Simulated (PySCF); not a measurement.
Compound: ClH₉NOSi₄ (doublet state).
Z-matrix (Å and degrees, GFN2-xTB geometry), rows numbered from 1:
```
Si
O   1  1.6326
Si  2  1.6038  1  152.16
Cl  3  2.0049  2  108.42  1   -53.05
N   3  1.7274  2  111.22  1    66.95
Si  5  1.7467  3  116.64  2   179.96
Si  5  1.7465  3  120.04  2    -7.14
H   1  1.4561  2  102.90  3   140.09
H   1  1.4570  2  110.37  3    15.74
H   3  1.4512  2  104.54  1  -171.40
H   6  1.4589  5  106.83  3  -153.46
H   6  1.4640  5  109.77  3    85.20
H   6  1.4627  5  106.95  3   -34.43
H   7  1.4602  5  105.44  3   175.74
H   7  1.4638  5  108.58  3    55.94
H   7  1.4674  5  109.96  3   -64.97
```

The hyperfine couplings belong to this conformer and change with its torsions.

Identity: `O([SiH2])[Si@@H](Cl)N([SiH3])[SiH3]` [radical].

The calculation used PySCF 2.14.0, UKS B3LYP, pcH-1 on Cl H N O Si, non-relativistic, mean-field spin-orbit, GIAO. One conformer (not necessarily the lowest) at the GFN2-xTB geometry, without solvent, vibrations or thermal averaging. A GFN2-xTB geometry isn't a minimum of the functional, and hyperfine couplings can be far from their values at a DFT geometry, by a factor of two or more for some ions and for spin on atoms past the first row. No stability test was run, so a lower SCF solution isn't excluded.

**Question.** Give the isotropic g value and a_iso(29Si) at Si1.

**Answer.** g_iso = 2.00271 and a = -590.19 MHz, or -21.055 mT (Mulliken spin population +0.88). 29Si makes up about 4.7 % of the natural element, so this concerns labelled samples or satellites.

**Question.** Take this nucleus alone (I = 1/2, g_N = -1.1106) with S = 1/2. Where do its 2 lines fall at 9.57 GHz to first order, to second order and exactly?

**Answer.** B0 = hν/(g μB) = 341.415 mT and a/B0 = -0.0617. B(1) = B0 − a·mI, B(2) = B(1) − a²[I(I+1) − mI²]/(2B0); the exact values solve the Breit–Rabi equation, nuclear Zeeman term included.

```tsv
mI	first order (mT)	second order (mT)	exact (mT)	exact − first order
−1/2	330.887	330.563	330.552	-0.335
+1/2	351.943	351.618	351.628	-0.315
```

**Question.** What g and a would be read from the two outer exact lines by first-order rules?

**Answer.** Their midpoint, 341.090 mT, gives an apparent g of 2.00462 (true 2.00271), and their distance over 2I an apparent |a| of 21.075 mT (true 21.055).

Other couplings of abundant isotopes, left aside here: 2 × 1H 97 MHz, 3 × 1H 3 MHz.

Class means assume fast exchange of nuclei equivalent by connectivity; if that motion is slow, each nucleus keeps its own coupling. Si6 and Si7, with what hangs on them, aren't averaged: N5 is flat or nearly so (angle sum 360°), and its turn about the short N5–Si3 bond (1.73 Å) is taken as slow.
